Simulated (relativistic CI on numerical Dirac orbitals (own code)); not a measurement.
## Forbidden transitions in Nb¹⁴⁺

These numbers are calculated, not measured: Dirac-Coulomb-Breit CI, separate exchange-only KLI orbitals for each configuration, model QED (radiative potential, 1s self-energy scaled to tabulated hydrogen-like ionisation energies), unscaled Slater integrals (own radial code, finite nucleus).

Configurations in the expansion (outside the closed core [Ne]): 3s2 3p6 3d9, 3s2 3p5 3d10, 3s 3p6 3d10, 3s2 3p6 3d8 4s, 3s2 3p6 3d8 4p, 3s2 3p6 3d8 4d, 3s2 3p6 3d7 4s2, 3s2 3p6 3d8 4f, 3s2 3p6 3d7 4s 4p, 3s2 3p6 3d8 5s, 3s2 3p5 3d9 4s, 3s2 3p6 3d7 4p2, 3s2 3p6 3d8 5p, 3s2 3p6 3d7 4s 4d, 3s2 3p4 3d10 4s, 3s2 3p6 3d8 5d. Levels of other configurations are missing.

```
λ vac (Å)                   Lower                       Upper  Type   A (s⁻¹)        gf  Branching (%)
   55.433  3s2 3p6 3d9 2D_5/2 [1]  3s2 3p6 3d8 4s 2S_1/2 [20]    E2  5.89e+06  5.43e-06           21.1
   56.159  3s2 3p6 3d9 2D_3/2 [2]  3s2 3p6 3d8 4s 2S_1/2 [20]    E2  9.69e+06  9.16e-06           34.7
   58.188  3s2 3p6 3d9 2D_5/2 [1]  3s2 3p6 3d8 4s 2G_9/2 [18]    E2  1.03e+07  5.22e-05          100.0
   58.294  3s2 3p6 3d9 2D_5/2 [1]  3s2 3p6 3d8 4s 2P_3/2 [17]    E2  7.50e+06  1.53e-05           16.4
   58.332  3s2 3p6 3d9 2D_5/2 [1]  3s2 3p6 3d8 4s 2P_1/2 [16]    E2  1.52e+07  1.55e-05           25.6
   58.492  3s2 3p6 3d9 2D_5/2 [1]  3s2 3p6 3d8 4s 2D_5/2 [15]    E2  1.87e+06  5.75e-06            9.7
   58.749  3s2 3p6 3d9 2D_5/2 [1]  3s2 3p6 3d8 4s 4P_3/2 [14]    E2  4.23e+06  8.75e-06           40.9
   58.979  3s2 3p6 3d9 2D_3/2 [2]  3s2 3p6 3d8 4s 2G_7/2 [19]    E2  1.02e+07  4.25e-05           98.4
   59.097  3s2 3p6 3d9 2D_3/2 [2]  3s2 3p6 3d8 4s 2P_3/2 [17]    E2  1.49e+07  3.11e-05           32.5
   59.136  3s2 3p6 3d9 2D_3/2 [2]  3s2 3p6 3d8 4s 2P_1/2 [16]    E2  1.48e+07  1.55e-05           25.0
   59.234  3s2 3p6 3d9 2D_5/2 [1]  3s2 3p6 3d8 4s 2D_3/2 [12]    E2  1.02e+07  2.16e-05           39.2
   59.301  3s2 3p6 3d9 2D_3/2 [2]  3s2 3p6 3d8 4s 2D_5/2 [15]    E2  6.09e+06  1.93e-05           31.7
   59.919  3s2 3p6 3d9 2D_5/2 [1]  3s2 3p6 3d8 4s 2F_5/2 [10]    E2  1.04e+07  3.36e-05           45.4
   60.166  3s2 3p6 3d9 2D_3/2 [2]  3s2 3p6 3d8 4s 4P_5/2 [11]    E2  8.31e+06  2.71e-05           83.1
   60.196  3s2 3p6 3d9 2D_5/2 [1]   3s2 3p6 3d8 4s 4F_3/2 [9]    E2  2.00e+06  4.35e-06           32.7
   60.214  3s2 3p6 3d9 2D_5/2 [1]   3s2 3p6 3d8 4s 2F_7/2 [8]    E2  1.50e+07  6.51e-05           92.8
   60.768  3s2 3p6 3d9 2D_3/2 [2]  3s2 3p6 3d8 4s 2F_5/2 [10]    E2  7.30e+06  2.42e-05           31.9
   60.883  3s2 3p6 3d9 2D_5/2 [1]   3s2 3p6 3d8 4s 4F_7/2 [6]    E2  9.85e+06  4.38e-05           95.8
   61.071  3s2 3p6 3d9 2D_3/2 [2]   3s2 3p6 3d8 4s 2F_7/2 [8]    E2  1.16e+06  5.20e-06            7.2
   61.201  3s2 3p6 3d9 2D_3/2 [2]   3s2 3p6 3d8 4s 4F_5/2 [7]    E2  1.60e+06  5.38e-06           63.8
```

Terms are leading LS components. Brackets give the number of a level in order of energy, since labels repeat. The list gives strong lines, with weight on those to low levels, among the lowest 200 of 1192 levels, so that lines to higher ones, which can be the strongest, are missing. Levels whose partners in the same complex of configurations lie outside the list can be far off, and so can their lines. Rates are taken at the computed energies, electric ones in the length gauge.

At this charge energies of transitions that change n are usually good to better than 1 %, and those within a shell (Δn = 0) to a few per cent.

LS names give the leading component of a level, which can be under half, so a name can repeat, a term be missing and a line seem to break the LS rules.
